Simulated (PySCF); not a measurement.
A species of formula C4H5FOSi has this rotational fingerprint, computed with PBE0-D3(BJ)/def2-SVP geometry optimisation, gas phase (PySCF 2.14.0):

* Rotational constants: A = 5113, B = 1124, C = 932.2 MHz
* Dipole components: |μa| = 0.76 D, |μb| = 1.68 D, |μc| = 0.07 D
* Inertial defect: -6.26 u·Å²
* κ: -0.91

Problem. Which candidate fits, each taken in the one conformer that was computed?
A. `[CH:1]#[C:2][C:3](=[CH2:4])[O:5][SiH2:6][F:7]` with C2–C3–O5–Si6 176°, C3–O5–Si6–F7 -178°
B. `O=C1CC=C(F)[SiH2]1`
C. `[OH:1][Si@@H:2]1[CH:3]=[CH:4][CH:5]=[C:6]1[F:7]` with H–O1–Si2–C3 46°
D. `Fc1coc([SiH3])c1`

Solution. A. It is C#CC(=C)O[SiH2]F, a near-prolate asymmetric top. The candidates at the same level (rigid rotor, commonest isotopes):

```json
{"SMILES": "O=C1CC=C(F)[SiH2]1", "A (MHz)": "4242", "B (MHz)": "1669", "C (MHz)": "1224", "μa (D)": "0.83", "μb (D)": "0.98", "μc (D)": "0.00", "Δ (u·Å²)": "-9.13", "point group": "Cs", "rotor": "asymmetric top"}
{"SMILES": "O[Si@@H]1C=CC=C1F", "A (MHz)": "2754", "B (MHz)": "2359", "C (MHz)": "1384", "μa (D)": "0.01", "μb (D)": "1.80", "μc (D)": "1.25", "Δ (u·Å²)": "-32.49", "point group": "C1", "rotor": "asymmetric top"}
{"SMILES": "Fc1coc([SiH3])c1", "A (MHz)": "6724", "B (MHz)": "1226", "C (MHz)": "1049", "μa (D)": "0.51", "μb (D)": "0.03", "μc (D)": "0.00", "Δ (u·Å²)": "-5.93", "point group": "near Cs", "rotor": "near-prolate asymmetric top"}
{"SMILES": "C#CC(=C)O[SiH2]F", "A (MHz)": "5113", "B (MHz)": "1124", "C (MHz)": "932.2", "μa (D)": "0.76", "μb (D)": "1.68", "μc (D)": "0.07", "Δ (u·Å²)": "-6.26", "point group": "near Cs", "rotor": "near-prolate asymmetric top"}
```

`O[Si@@H]1C=CC=C1F` has B 110 % too high; `O=C1CC=C(F)[SiH2]1` has B 48 % too high; `Fc1coc([SiH3])c1` has A 32 % too high. No structure here is proved a minimum.
